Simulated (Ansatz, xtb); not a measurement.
**Two isomers of FH8NSi3**

Structure X: `N[Si](F)([SiH3])[SiH3]`, a singlet. Structure Y: `N[Si@@H](F)[SiH2][SiH3]`, a singlet. Both are isolated molecules in the gas phase, relaxed with B3LYP-D3(BJ)/def2-SVP; the shapes shown needn't be the lowest conformers.

X (Å):

```xyz
13

F     0.2924    0.6404    0.7736
N    -1.4378   -0.1707   -1.2932
Si   -0.1125   -0.5715   -0.2693
Si    1.7554   -0.9283   -1.6461
Si   -0.7695   -2.4018    1.0461
H    -2.3914   -0.1556   -0.9430
H    -1.3268    0.4651   -2.0780
H     1.5820   -2.1980   -2.4127
H     3.0064   -1.0225   -0.8386
H     1.8940    0.1984   -2.6194
H     0.2137   -2.6563    2.1390
H    -0.8689   -3.6248    0.1951
H    -2.1092   -2.1370    1.6552
```

Y (Å):

```tsv
atom	x (Å)	y (Å)	z (Å)
F	0.1421	2.2060	1.1897
N	-1.2033	2.0685	-1.2814
Si	0.2193	1.7301	-0.3856
Si	0.5824	-0.5854	-0.2730
Si	1.3975	-1.0359	1.8845
H	-2.0352	1.4942	-1.1896
H	-1.4313	3.0090	-1.5905
H	1.3304	2.5215	-0.9765
H	1.5509	-1.0215	-1.3241
H	-0.7083	-1.3099	-0.4955
H	2.5953	-0.1855	2.1466
H	0.3413	-0.7090	2.8851
H	1.7851	-2.4695	2.0429
```

Problem. Estimate which is lower in electronic energy at CCSD(T)/def2-SVP + ΔMP2/def2-TZVPP, and by roughly how much.

Solution. The CCSD(T)/def2-SVP + ΔMP2/def2-TZVPP calculation puts structure Y lower, by 2.9 kcal/mol.

How the difference moves with the method:

| level | geometry | E(Y) − E(X) (kcal/mol) | departure from the last row (kcal/mol) | job, with rough time for the two |
| --- | --- | --- | --- | --- |
| B3LYP-D3(BJ)/def2-SVP | B3LYP-D3(BJ)/def2-SVP | −2.8 | +0.1 | optimisation, 2.1 min |
| HF/def2-SVP | B3LYP-D3(BJ)/def2-SVP | −3.8 | −0.9 | part of the CCSD(T) run |
| MP2/def2-SVP | B3LYP-D3(BJ)/def2-SVP | −4.0 | −1.2 | part of the CCSD(T) run |
| CCSD(T)/def2-SVP | B3LYP-D3(BJ)/def2-SVP | −3.7 | −0.8 | single point |
| CCSD(T)/def2-SVP + ΔMP2/def2-TZVPP | B3LYP-D3(BJ)/def2-SVP | −2.9 |  | single point, 51 s |

As drawn, both hold the same kinds of bond in the same numbers.

The levels shown agree on the order. The largest departure from CCSD(T)/def2-SVP + ΔMP2/def2-TZVPP is that of MP2/def2-SVP, 1.2 kcal/mol. Levels run at GFN2-xTB geometries aren't shown. The last row adds to CCSD(T) the change of the MP2 difference between the two basis sets, here +0.8 kcal/mol.

With thermal terms from frequencies at re-optimised GFN2-xTB minima (ideal gas, soft modes damped towards free rotors, one conformer each, 298.15 K, 1 atm): on the last row, ΔE + ΔZPE = −2.5, ΔH = −2.8, ΔG = −2.1 kcal/mol.

The correlated steps freeze 17 core orbitals. Mirror images aren't counted in ΔG. Codes used: Ansatz 0.2.0, xtb 6.7.1; the last row on 2 threads of Arm Neoverse V2 on a shared host.
